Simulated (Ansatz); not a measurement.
Wavefunction ladder for C₂H₉InO₃S, SMILES `C[S+](C)[In-]([OH])([OH])[OH]`

```xyz
16

C    -0.8240   -1.6666   -0.7096
S    -1.3124    0.0496   -0.4798
C    -1.6502    0.0673    1.2876
In    1.1785    0.9689   -0.4288
O     0.9672    2.9433   -0.2466
O     1.7712    0.1138   -2.1369
O     1.6064   -0.0908    1.2312
H    -0.0765   -1.9340    0.0380
H    -1.6986   -2.3124   -0.6354
H    -0.3842   -1.7378   -1.7045
H    -1.8991    1.0946    1.5537
H    -0.7612   -0.2546    1.8316
H    -2.5030   -0.5770    1.5013
H     1.2648    3.2451    0.6149
H     1.9592    0.7594   -2.8215
H     2.3618   -0.6687    1.1047
```

Charge 0, multiplicity 1. Correlated methods include outer-core shells of In, which these sets cover unevenly. In: def2 effective core potential. The structure was optimised at the PBE0-D4/def2-TZVP level. It is one conformer, not always the lowest. Frozen core, restricted reference, Ansatz.

```csv
basis,HF (Eh),MP2 corr.,CCSD corr.,(T),CCSD(T) total
def2-SVP,-891.97791,-1.09872,-1.15662,-0.03044,-893.16497
def2-TZVPP,-892.51363,?,?,-0.06160,?
def2-QZVPP,?,?,–,–,–
```

(1) Fill in the withheld values. (Estimate.)

Answers

(1) The calculation gave: def2-TZVPP MP2 corr.: -1.57201; def2-TZVPP CCSD corr.: -1.60442; def2-TZVPP CCSD(T) total: -894.17965; def2-QZVPP HF (Eh): -892.54184; def2-QZVPP MP2 corr.: -1.86341.
